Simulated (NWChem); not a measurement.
System: C3H2FN; SMILES C(/F)=C\C#N

The following NWChem deck was run.

```
start job
memory heap 200 mb stack 900 mb global 1100 mb
geometry units angstroms noautosym nocenter noautoz
  N     -0.227988    -2.531003     0.000000
  C      0.095656    -1.417104     0.000000
  C      0.511352    -0.057349     0.000000
  C     -0.377913     0.941797     0.000000
  F      0.002420     2.199828     0.000000
  H      1.582915     0.162663     0.000000
  H     -1.464463     0.810420     0.000000
end
basis spherical
  * library def2-svp
end
dft
  xc b3lyp
  iterations 150
end
cosmo
  do_cosmo_smd true
  solvent dmso
end
task dft energy
```

Excerpt of the output:

```
             Northwest Computational Chemistry Package (NWChem) 7.3.0
             --------------------------------------------------------

                             Geometry "geometry" -> ""
                             -------------------------

 Output coordinates in angstroms (scale by  1.889725989 to convert to a.u.)

  No.       Tag          Charge          X              Y              Z
 ---- ---------------- ---------- -------------- -------------- --------------
    1 N                    7.0000    -0.22798800    -2.53100300     0.00000000
    2 C                    6.0000     0.09565600    -1.41710400     0.00000000
    3 C                    6.0000     0.51135200    -0.05734900     0.00000000
    4 C                    6.0000    -0.37791300     0.94179700     0.00000000
    5 F                    9.0000     0.00242000     2.19982800     0.00000000
    6 H                    1.0000     1.58291500     0.16266300     0.00000000
    7 H                    1.0000    -1.46446300     0.81042000     0.00000000

 Effective nuclear repulsion energy (a.u.)     136.7160992066

                                 NWChem DFT Module
                                 -----------------

 Summary of "ao basis" -> "ao basis" (spherical)
 ------------------------------------------------------------------------------
       Tag                 Description            Shells   Functions and Types
 ---------------- ------------------------------  ------  ---------------------
 N                          def2-svp                 6       14   3s2p1d
 C                          def2-svp                 6       14   3s2p1d
 F                          def2-svp                 6       14   3s2p1d
 H                          def2-svp                 3        5   2s1p

 in cosmo_initialize ...
 calling solv_data for solv:dmso

 solvent parameters
 solvname_short: dmso
 solvname_long:  dimethylsulfoxide
 dielec:       46.8260
 dielecinf:     2.0079
 nonaqueous SMD model solvent descriptors
 dielec:       46.8260
 sola:          0.0000
 solb:          0.8800
 solc:          0.0000
 solg:         61.7800
 solh:          0.0000
 soln:          1.4170

          ---------------
          -cosmo- solvent
          ---------------
 Cosmo: York-Karplus, doi: 10.1021/jp992097l
 dielectric constant -eps-     =  46.83
 screen = (eps-1)/(eps    )    =   0.97864
 surface charge correction     = lagrangian

   van der Waals surface
 --------------------------

 ---------- ATOMIC COORDINATES (A.U.) ------------ VDWR(ANG.) --
     1   -0.43083485   -4.78290215    0.00000000     1.890
     2    0.18076363   -2.67793826    0.00000000     1.850
     3    0.96631516   -0.10837390    0.00000000     1.850
     4   -0.71415202    1.77973827    0.00000000     1.850
     5    0.00457314    4.15707214    0.00000000     1.730
     6    2.99127561    0.30738850    0.00000000     1.200
     7   -2.76743379    1.53147174    0.00000000     1.200
 number of segments per atom =        128
 number of   points per atom =        128
 atom (   nspa,  nppa )
 ----------------------
    1 (     92,     0 )       0
    2 (     54,     0 )       0
    3 (     46,     0 )       0
    4 (     46,     0 )       0
    5 (     84,     0 )       0
    6 (     52,     0 )       0
    7 (     54,     0 )       0
 number of -cosmo- surface points =      428
 molecular surface =    103.410 angstrom**2
 molecular volume  =     80.924 angstrom**3
 -lineq- algorithm             =   0
 -bem- low  level              =   3
 -bem- from -octahedral-
 gaussian surface charge width =   4.50000
 degree of switching           =   1.00000
 switching function tolerance  =   0.00010
 atomic radii =
 --------------
    1  7.000  1.890
    2  6.000  1.850
    3  6.000  1.850
    4  6.000  1.850
    5  9.000  1.730
    6  1.000  1.200
    7  1.000  1.200
 ...... end of -cosmo- initialization ......

 nat:                     7
 ixmem:                  2814
 calling mnsol_interface()
 G(SMD-CDS) energy (kcal/mol)  =     3.125
 SMD-CDS SASA (angstrom**2)    =   120.407

[...]

                                COSMO-SMD solvation results
                                ---------------------------

             internal energy in gas <Psi(g)|H|Psi(g)> =      -269.861582897595
         internal energy in solvent <Psi(s)|H|Psi(s)> =      -269.859057789195
                               delta internal energy  =         0.002525108400 (    1.58 kcal/mol)
   total free energy in solvent <Psi(s)|H+V/2|Psi(s)> =      -269.872828982041
 polarization energy contribution <Psi(s)|V/2|Psi(s)> =        -0.013771192846 (   -8.64 kcal/mol)
    total free energy in solvent including G(SMD-CDS) =      -269.867849758458
                       G(SMD-CDS) energy contribution =         0.004979223583 (    3.12 kcal/mol)
     1 M fixed-concentration free energy of solvation =        -0.006266860863 (   -3.93 kcal/mol)

                       DFT Final Molecular Orbital Analysis
                       ------------------------------------

 Vector   16  Occ=2.000000D+00  E=-3.804979D-01
              MO Center= -2.7D-01, -2.6D+00,  1.1D-10, r^2= 1.1D+00
   Bfn.  Coefficient  Atom+Function         Bfn.  Coefficient  Atom+Function
  ----- ------------  ---------------      ----- ------------  ---------------
     5      0.469054  1 N  py                 3      0.369758  1 N  s
     2      0.301678  1 N  s                  8     -0.264851  1 N  py
    19      0.247245  2 C  py                16     -0.170681  2 C  s
     1      0.146666  1 N  s                  4      0.141819  1 N  px
    33     -0.110809  3 C  py                15      0.080451  2 C  s

 Vector   17  Occ=2.000000D+00  E=-3.492379D-01
              MO Center= -6.3D-04, -1.7D+00, -1.8D-10, r^2= 2.0D+00
   Bfn.  Coefficient  Atom+Function         Bfn.  Coefficient  Atom+Function
  ----- ------------  ---------------      ----- ------------  ---------------
     4      0.418689  1 N  px                18     -0.367647  2 C  px
     7     -0.249943  1 N  px                21     -0.206208  2 C  px
    71      0.150878  6 H  s                 32      0.143614  3 C  px
     5     -0.130121  1 N  py                46     -0.100888  4 C  px
    19      0.093261  2 C  py                35      0.093370  3 C  px

 Vector   18  Occ=2.000000D+00  E=-2.805718D-01
              MO Center=  3.8D-02, -1.8D-01,  3.0D-09, r^2= 3.2D+00
   Bfn.  Coefficient  Atom+Function         Bfn.  Coefficient  Atom+Function
  ----- ------------  ---------------      ----- ------------  ---------------
    34      0.375424  3 C  pz                48      0.338411  4 C  pz
     6      0.302249  1 N  pz                37      0.275866  3 C  pz
    62      0.248846  5 F  pz                 9     -0.210480  1 N  pz
    65     -0.194207  5 F  pz                51      0.178443  4 C  pz
    20     -0.120641  2 C  pz                23     -0.086400  2 C  pz

 Vector   19  Occ=0.000000D+00  E=-4.833612D-02
              MO Center= -1.0D-01, -9.2D-02, -2.5D-09, r^2= 3.2D+00
   Bfn.  Coefficient  Atom+Function         Bfn.  Coefficient  Atom+Function
  ----- ------------  ---------------      ----- ------------  ---------------
    51      0.508621  4 C  pz                48      0.484607  4 C  pz
    37     -0.373550  3 C  pz                 9      0.299384  1 N  pz
     6     -0.283481  1 N  pz                34     -0.277880  3 C  pz
    20     -0.224602  2 C  pz                62      0.199124  5 F  pz
    65     -0.190461  5 F  pz                23     -0.189463  2 C  pz

 Vector   20  Occ=0.000000D+00  E= 1.553851D-02
              MO Center=  1.1D-01, -1.4D+00, -3.7D-10, r^2= 2.8D+00
   Bfn.  Coefficient  Atom+Function         Bfn.  Coefficient  Atom+Function
  ----- ------------  ---------------      ----- ------------  ---------------
    72      0.536193  6 H  s                  7      0.492460  1 N  px
    45     -0.462511  4 C  s                 18     -0.430476  2 C  px
    21     -0.415258  2 C  px                 4     -0.406335  1 N  px
    31     -0.312233  3 C  s                 22      0.283057  2 C  py
    36      0.242953  3 C  py                35     -0.240030  3 C  px

 Vector   21  Occ=0.000000D+00  E= 9.337450D-02
              MO Center= -9.8D-01,  5.5D-01, -1.2D-08, r^2= 4.3D+00
   Bfn.  Coefficient  Atom+Function         Bfn.  Coefficient  Atom+Function
  ----- ------------  ---------------      ----- ------------  ---------------
    77      1.743576  7 H  s                 45     -1.132689  4 C  s
    31      1.070101  3 C  s                 72     -0.786497  6 H  s
    49      0.741454  4 C  px                 3     -0.692484  1 N  s
    22     -0.575527  2 C  py                50      0.445125  4 C  py
    17      0.384174  2 C  s                 46      0.294355  4 C  px

     Multipole analysis of the density
     ---------------------------------

     L   x y z        total         alpha         beta         nuclear
     -   - - -        -----         -----         ----         -------
     0   0 0 0     -0.000000    -18.000000    -18.000000     36.000000

     1   1 0 0      0.088423      0.120853      0.120853     -0.153283
     1   0 1 0      1.499196      0.883223      0.883223     -0.267249
     1   0 0 1     -0.000000     -0.000000     -0.000000      0.000000

     2   2 0 0    -17.541152    -22.152906    -22.152906     26.764660
     2   1 1 0     -2.021021     -1.069518     -1.069518      0.118016
     2   1 0 1      0.000000      0.000000      0.000000      0.000000
     2   0 2 0    -30.901540   -205.554571   -205.554571    380.207602
     2   0 1 1     -0.000000     -0.000000     -0.000000      0.000000
     2   0 0 2    -20.726450    -10.363225    -10.363225      0.000000
```

Level: B3LYP/def2-SVP, SMD on the gas-phase geometry. Coordinates come from a PBE0/def2-SVP optimisation. Solvent: dimethyl sulfoxide.
